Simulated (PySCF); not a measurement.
CH3AlF2, charge -1, doublet, at a GFN2-xTB geometry (such geometries of metal compounds can be far from the true shape) (a state made from the parent by changing its charge; the spin is typed, not shown lowest) (in this run its highest filled SCF level lies above zero, so its values depend strongly on the basis, on diffuse functions most of all). Base run: PBE/3-21G (PySCF).

Input for PySCF:
```python
from pyscf import gto, scf, dft

mol = gto.M(
    atom='''
Al   -0.09872105    0.19641926   -0.09578282
C    -1.57962885   -1.37604475   -0.01850943
H    -1.23342710   -2.24873298   -0.58545741
H    -2.57917316   -1.13168583   -0.40383831
H    -1.71963316   -1.71213550    1.01604952
F     0.54738745    1.82327043   -0.44471816
F     1.26298812   -0.62378461    0.59243810
''',
    basis='3-21g',
    charge=-1,
    spin=1,
    verbose=4,
)

mf = dft.UKS(mol)
mf.xc = 'pbe'
mf.kernel()
mo_i, mo_e, stable_i, stable_e = mf.stability(internal=True, external=False, return_status=True, nroots=6, tol=1e-6)
print('internally stable:', stable_i, ' externally stable:', stable_e)
if not stable_i:
    umf = mf.copy()
    umf.scf_summary = {}
    umf.kernel(umf.make_rdm1(mo_i, mf.mo_occ))
mf.analyze()
```

The bond that is stretched is that between atoms 7 and 1. A test that says stable can miss a lower solution.

The base run was repeated with changes; each row names its change, and settings that it needs were set with it.

| change | ΔE vs base (eV) | <S^2> | stability test says | outcome |
|---|---|---|---|---|
| base | 0.00 | 0.752 | internally stable (external not tested) | converged |
| bond × 1.25 | 1.09 | 0.753 | internally stable (external not tested) | converged |
| bond × 1.5 | 2.41 | 0.754 | internally stable (external not tested) | converged |
| bond × 1.8 | 3.35 | 0.757 | internally stable (external not tested) | converged |
| bond × 2.2 | 4.00 | 0.760 | internally stable (external not tested) | converged |
| bond × 3.0 | - | - | - | not converged |

On stretching, the SCF can end on different states; <S^2> shows the spin contamination of each.
